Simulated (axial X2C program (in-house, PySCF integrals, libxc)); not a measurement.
## ZnGa: from Re and ωe to a spectrum

A bond curve at the PBE0 level, 2c, was computed with an in-house all-electron X2C program for linear molecules (integrals from PySCF) (basis Ga dyall-cv3z [9s9p7d4f1g], Zn dyall-cv3z [9s10p6d3f2g] (cores contracted in-house)) for the state Ω = 1/2 (⟨Sz⟩ = -0.50, ⟨Lz⟩ = 1.00 at PBE0). Its fit gives Re = 2.6711 Å, ωe = 125.4 cm⁻¹, ωexe = 1.25 cm⁻¹ and αe = 7.609e-04 cm⁻¹; the masses are 68.9256 and 63.9291 u. Two-component means X2C with spin–orbit coupling and atomic mean-field Coulomb and Gaunt terms.

Question: Find the reduced mass, Be and the force constant.

Answer: From the PBE0 values: μ = 33.1667 u. Be = 16.8576/(μ Re²) = 0.07124 cm⁻¹. k = 5.8918×10⁻⁷ μ ωe² = 0.307 mdyn/Å.

Question: A Morse curve ties αe to the other constants (Pekeris). How well does that hold?

Answer: αe(Morse) = 6Be²/ωe × (√(ωexe/Be) − 1) = 7.743e-04 cm⁻¹; the PBE0 curve gives 7.609e-04 cm⁻¹, a ratio of 1.02.

Question: Estimate the centrifugal constant by the Kratzer relation.

Answer: D = 4Be³/ωe² = 9.20e-08 cm⁻¹.

Question: Where do the fundamental and the first overtone lie?

Answer: ν(1←0) = ωe − 2ωexe = 122.9 cm⁻¹; ν(2←0) = 2ωe − 6ωexe = 243.3 cm⁻¹.

The state is one determinant whose occupation by symmetry is held fixed; it was picked as the lowest of a PBE0 search that is not exhaustive. Density functionals use the spin component along the axis (collinear). PBE0 can misorder states that lie within some tenths of an eV, so this need not be the ground state of the molecule. The nearest other 2c determinant of the search, Ω = 3/2, lies 0.07 eV up at the distance of the search. The functionals have no current-density term, which raises determinants with orbital currents, atoms included.
